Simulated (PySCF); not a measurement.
C6H10.

```xyz
16

C      2.6520     0.0000    -0.8733
C      2.0701     0.0000     0.5485
C      0.6065     0.0000     0.5755
C     -0.6065     0.0000     0.5755
C     -2.0701     0.0000     0.5485
C     -2.6520     0.0000    -0.8733
H      2.3220     0.8891    -1.4322
H      3.7528     0.0000    -0.8426
H      2.3220    -0.8891    -1.4322
H      2.4437     0.8805     1.1014
H      2.4437    -0.8805     1.1014
H     -2.4437     0.8805     1.1014
H     -2.4437    -0.8805     1.1014
H     -2.3220    -0.8891    -1.4322
H     -3.7528     0.0000    -0.8426
H     -2.3220     0.8891    -1.4322
```

Geometry optimised at B3LYP-D3(BJ)/def2-SVP.

The numbers are results of PySCF with PBE0/pcSseg-1, not measurements. Non-relativistic, no solvent.

Computed absolute GIAO shielding of each atom: isotropic value and principal components (ppm):
```json
[
 {"atom": "C1", "σ(iso)": "167.4", "σ11": "155.0", "σ22": "162.8", "σ33": "184.4", "span": "29.4"},
 {"atom": "C2", "σ(iso)": "168.7", "σ11": "158.1", "σ22": "168.3", "σ33": "179.6", "span": "21.6"},
 {"atom": "C3", "σ(iso)": "97.7", "σ11": "8.0", "σ22": "15.7", "σ33": "269.5", "span": "261.6"},
 {"atom": "C4", "σ(iso)": "97.7", "σ11": "8.0", "σ22": "15.7", "σ33": "269.5", "span": "261.6"},
 {"atom": "C5", "σ(iso)": "168.7", "σ11": "158.1", "σ22": "168.3", "σ33": "179.6", "span": "21.6"},
 {"atom": "C6", "σ(iso)": "167.4", "σ11": "155.0", "σ22": "162.8", "σ33": "184.4", "span": "29.4"},
 {"atom": "H7", "σ(iso)": "30.1", "σ11": "26.4", "σ22": "28.6", "σ33": "35.3", "span": "8.8"},
 {"atom": "H8", "σ(iso)": "30.3", "σ11": "26.0", "σ22": "27.4", "σ33": "37.5", "span": "11.6"},
 {"atom": "H9", "σ(iso)": "30.1", "σ11": "26.4", "σ22": "28.6", "σ33": "35.3", "span": "8.8"},
 {"atom": "H10", "σ(iso)": "29.1", "σ11": "23.7", "σ22": "28.3", "σ33": "35.3", "span": "11.6"},
 {"atom": "H11", "σ(iso)": "29.1", "σ11": "23.7", "σ22": "28.3", "σ33": "35.3", "span": "11.6"},
 {"atom": "H12", "σ(iso)": "29.1", "σ11": "23.7", "σ22": "28.3", "σ33": "35.3", "span": "11.6"},
 {"atom": "H13", "σ(iso)": "29.1", "σ11": "23.7", "σ22": "28.3", "σ33": "35.3", "span": "11.6"},
 {"atom": "H14", "σ(iso)": "30.1", "σ11": "26.4", "σ22": "28.6", "σ33": "35.3", "span": "8.8"},
 {"atom": "H15", "σ(iso)": "30.3", "σ11": "26.0", "σ22": "27.4", "σ33": "37.5", "span": "11.6"},
 {"atom": "H16", "σ(iso)": "30.1", "σ11": "26.4", "σ22": "28.6", "σ33": "35.3", "span": "8.8"}
]
```
